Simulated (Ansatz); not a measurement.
`FB[Si](Cl)(Cl)Cl` + H₂Se → `FB[SeH]` + trichlorosilane  (cleavage of the B–Si bond)

Program: Ansatz. Geometries: PBE0-D4/def2-TZVP. ΔE: electronic, gas phase. CBS: MP2 limit from def2 TZ/QZ plus the TZ coupled-cluster correction, frozen cores. This one scheme is used for every species. Functionals use def2-TZVPP. For Se outer-core shells are correlated without core-valence functions, which leaves a few kJ/mol of doubt a bond. Scalar relativity is left out up to krypton. One conformer a species, not always the lowest.

CCSD(T)/CBS gives -99.7 kJ/mol.

(1) Another level gave -94.2 kJ/mol. Which?
A. revPBE-D4/def2-TZVPP
B. PBE0-D4/def2-TZVPP
C. r2SCANh/def2-TZVPP
D. MP2/def2-TZVPP

Largest T1 diagnostic among the species: 0.012.

Answers

(1) B. PBE0-D4 -94.2, r2SCANh -101.5, revPBE-D4 -89.4, MP2/def2-TZVPP -106.5 kJ/mol.

The D4 term adds +4.8 kJ/mol with B3LYP and +3.0 kJ/mol with PBE0; it sums over pairs of atoms, weighted by their polarisabilities, and B3LYP, whose exchange is more repulsive, gets the larger term. From BLYP to BHLYP (50 % exact exchange), in def2-TZVPP and without D4, ΔE moves by −4.6 kJ/mol. Leaving LDA and LC-ωPBE aside and taking each functional with its dispersion term where it has one, the values, not all of them listed here, spread over 12.8 kJ/mol, from PBE-QIDH to BLYP-D4.

B3LYP here is the variant with VWN-RPA as its local correlation; programs differ in this.
